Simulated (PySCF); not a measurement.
CH₄ClNOSi₂, SMILES Cl[Si@H]1OC=N[SiH2]1. Geometry: PBE0-D3(BJ)/def2-SVP. The structure was generated by enumeration; whether it is a known compound was not checked.

Computed with PBE0-D3(BJ)/def2-SVP run with PySCF.

Harmonic wavenumbers (cm⁻¹): 86, 129, 232, 353, 382, 414, 503, 574, 666, 704, 712, 727, 741, 810, 863, 932, 1007, 1172, 1378, 1719, 2249, 2264, 2284, 3145. Rotational constants (GHz): 3.357, 1.383, 1.144; symmetry number 1.

Task: Work out the zero-point energy and the ideal-gas rigid-rotor harmonic-oscillator thermochemistry at 298.15 K and 1 atm.

Result: ZPE = ½ Σ hcν = ½ × 24046 cm⁻¹ = 34.38 kcal/mol. H − E(el) = 39.34 kcal/mol. Entropy in cal/(mol K): translation 40.67, rotation 28.49, vibration 14.94, total 84.10. G − E(el) = 14.26 kcal/mol. Cp = 26.93 cal/(mol K). Modes under 150 cm⁻¹ make the vibrational entropy uncertain.
